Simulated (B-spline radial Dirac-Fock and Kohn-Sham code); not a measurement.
**How core holes in Pb²⁺ decay**

System: Pb²⁺, configuration 1s2 2s2 2p6 3s2 3p6 3d10 4s2 4p6 4d10 4f14 5s2 5p6 5d10 6s2, inside a Watson sphere of charge -2 and radius 1.6 Å (a model of the Madelung potential; inside it an electron's potential energy is raised by 18.0 eV).

Input file task.json (cfg lists n, l and occupation; rrms is the nuclear radius in fm):

```json
{"items": [{
  "Z": 82,
  "q": 2,
  "cfg": [[1, 0, 2], [2, 0, 2], [2, 1, 6], [3, 0, 2], [3, 1, 6], [3, 2, 10], [4, 0, 2], [4, 1, 6], [4, 2, 10], [4, 3, 14], [5, 0, 2], [5, 1, 6], [5, 2, 10], [6, 0, 2]],
  "A": 208,
  "rrms": 5.5012,
  "watson": [-2, 1.6],
  "do": ["binding", "quiet", "decay"],
  "holes": ["K", "L1", "L2", "L3", "M1", "M2", "M3", "M4", "M5", "N1", "N2", "N3", "N4", "N5", "N6", "N7"]
}]}
```

Launch: `python xray_run.py task.json out`

Level of theory: a relativistic independent-particle model: LDA orbitals of the hole state, radiative multipoles to third order, Auger rates from the Coulomb interaction with a continuum orbital, Dirac-Fock energies; a B-spline atomic structure program.

Partial widths are in eV. Coster-Kronig decay leaves a hole in the same principal shell; its rates are the weakest part of the model, often 1.5 to 2.5 times too large and more for N holes. Holes without an open Auger channel, or with an unreliable SCF state, are not listed.

```tsv
hole	radiative	Auger	Coster-Kronig	total	fluorescence yield	lifetime (fs)
K (1s)	56.8	1.74	0	58.6	0.970	0.0112
L1 (2s)	1.36	2.06	11.0	14.4	0.0944	0.0456
L2 (2p1/2)	2.36	2.96	0.767	6.09	0.388	0.108
L3 (2p3/2)	2.06	4.01	0	6.07	0.340	0.108
M1 (3s)	0.0546	1.31	17.3	18.6	0.00293	0.0353
M2 (3p1/2)	0.0612	1.41	12.5	14.0	0.00437	0.0470
M3 (3p3/2)	0.0658	1.81	8.90	10.8	0.00610	0.0611
M4 (3d3/2)	0.0817	2.46	0.144	2.69	0.0304	0.245
M5 (3d5/2)	0.0767	2.59	0	2.67	0.0287	0.246
N1 (4s)	0.00223	0.239	14.3	14.5	0.000153	0.0454
N2 (4p1/2)	0.00342	0.244	12.9	13.2	0.000260	0.0500
N3 (4p3/2)	0.00229	0.268	8.73	9.00	0.000254	0.0731
N4 (4d3/2)	0.00218	0.382	7.08	7.46	0.000292	0.0882
N5 (4d5/2)	0.00183	0.430	6.42	6.85	0.000268	0.0961
N6 (4f5/2)	2.13e-05	0.215	0	0.215	9.87e-05	3.05
N7 (4f7/2)	1.94e-05	0.214	0	0.214	9.04e-05	3.07
```

Values without a named source are computed, but for edge energies of neutral atoms, which are taken from tables.
